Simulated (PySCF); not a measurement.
# Tl⁴²⁺: ionisation energy

Tl⁴²⁺ [Kr] 4d3 [4d3/2^3, M_J = 3/2] → Tl⁴³⁺ [Kr] 4d2 [4d3/2^2, M_J = 2], as a difference of total energies. All numbers are calculated (PySCF 2.14, the two-component X2C-1e Hamiltonian, in an even-tempered Gaussian basis (16 s from 5.3 bohr⁻², ratio 2.8; 14 p from 6.9 bohr⁻², ratio 2.8; 9 d from 6.9 bohr⁻², ratio 2.8; 3 f from 26 bohr⁻², ratio 3)). Correlated levels: [Ar] 3d10 frozen; the 90 highest virtual spinors dropped. "Screened" scales the spin-orbit matrix elements by Boettger's factors to mimic the two-electron term; Breit and QED terms are absent.

```
                    method  ionisation energy (eV)
           GHF (spin-free)                  2063.5
          GMP2 (spin-free)                  2063.4
 GHF (screened spin-orbit)                  2075.9
GMP2 (screened spin-orbit)                  2076.4
```

Breit and QED terms and the two-electron picture change are absent.

The spin-free rows relax to the high-spin LS determinant and lack the spin-orbit shift.

The labels give the starting determinants; with spin-orbit coupling the two ends relaxed to ⟨J²⟩ = 3.77, ⟨L²⟩ = 7.73, ⟨S²⟩ = 2.15 and ⟨J²⟩ = 6.01, ⟨L²⟩ = 10.20, ⟨S²⟩ = 1.61.

For comparison: 2075 ± 4 eV (theoretical estimate listed by NIST; NIST Atomic Spectra Database, ionization energies).
